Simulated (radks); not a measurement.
Values are calculated unless marked as measured or tabulated.
All-electron atom: the europium ion Eu4+ in [Kr] 4d10 4f7 5p6 (not the ground configuration). Code: a radial shooting solver on a logarithmic mesh with Libxc functionals. Model: Dirac Kohn-Sham, exchange-only PBE, spin-unpolarised, spherical densities, finite nucleus; open shells fill j = l - 1/2 first; Fermi nuclear charge, rms radius 5.1115 fm.

Spin-orbit splittings of the eigenvalues, e(l+1/2) - e(l-1/2), with zeta = 2 splitting/(2l+1) and mean radii in bohr:

| shell | occ. | splitting (eV) | zeta (eV) | <r> j=l-1/2 | <r> j=l+1/2 |
|---|---|---|---|---|---|
| 2p | 6 | 648.2 | 432.1 | 0.07906 | 0.08579 |
| 3p | 6 | 132.1 | 88.09 | 0.2388 | 0.2517 |
| 3d | 10 | 28.76 | 11.51 | 0.2235 | 0.2275 |
| 4p | 6 | 29.09 | 19.39 | 0.5796 | 0.6090 |
| 4d | 10 | 5.216 | 2.086 | 0.6486 | 0.6590 |
| 4f | 7 | 0.6570 | 0.1877 | 0.8810 | 0.8912 |
| 5p | 6 | 4.385 | 2.923 | 1.478 | 1.555 |
| 5d | 0 | 0.4977 | 0.1991 | 2.037 | 2.066 |
| 6p | 0 | 0.9978 | 0.6652 | 3.286 | 3.401 |
